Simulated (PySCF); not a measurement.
The complex [VF6]2- (charge -2) contains V(IV), shell d1. The structure is a PBE0-D3(BJ)/def2-SVP, IEF-PCM water geometry optimised for multiplicity 2; coordination octahedral, point group Oh, metal–donor distances 1.83 Å.

```
7

V     0.000    0.000    0.000
F     0.000    1.827    0.000
F     0.000   -1.827    0.000
F     0.000    0.000    1.827
F     0.000    0.000   -1.827
F     1.827    0.000    0.000
F    -1.827    0.000    0.000
```

Method (PySCF 2.14, density fitting): CASSCF(1,5) with orbitals averaged over all microstates of the shell, strongly contracted NEVPT2 on the averaged canonical orbitals; basis x2c-TZVPall on the metal, x2c-SVPall elsewhere; spin-free X2C; IEF-PCM water; spin-orbit coupling by state interaction with the mean-field operator over all roots.

(1) What is the ground state?

(2) Where do the spin-allowed transitions within the shell lie?

(3) What ligand-field parameters describe the result?

(4) What magnetic behaviour follows?

No frequencies were computed for the optimised geometry. Charge-transfer states lie outside this active space and may come lower than some of these levels. The ground state is orbitally degenerate in this regular structure, which would distort (Jahn–Teller), so its moment is that of the undistorted model. NEVPT2 lifts 2Eg from 21990 to 24895 cm⁻¹; on the d shell alone it tends to overshoot states that fill the eg-type orbitals. NEVPT2 on the d shell alone tends to put d–d bands too high for such charged or covalently bound ions.

The job took 9 s on one thread of Arm Neoverse V1 (shared host), with 132 basis functions and a peak of 0.5 GiB, launched as `OMP_NUM_THREADS=1 python lf_run.py task.json out`.

Results:

(1) 2T2g (S = 1/2, orbital degeneracy 3), with 1.0 electrons in the lower (t2g-type) set and 0.0 in the upper (eg-type) set, by NEVPT2.

(2) By NEVPT2: 2Eg at 24895 cm⁻¹ (402 nm). All are electric-dipole forbidden at this geometry.

(3) At NEVPT2 level: orbital energies 0, 0, 0, 24895, 24895 cm⁻¹; 10Dq = 24895 cm⁻¹; ζ = 206 cm⁻¹ (free ion 245).

(4) Degenerate or low-lying orbital states mix with the ground state, so no spin-only Hamiltonian applies. The lowest spin-orbit level is 4-fold; the next lies at 330.8 cm⁻¹. μeff is 1.71 μB at 300 K and 0.35 μB at 10 K; the spin-only value is 1.73 μB.
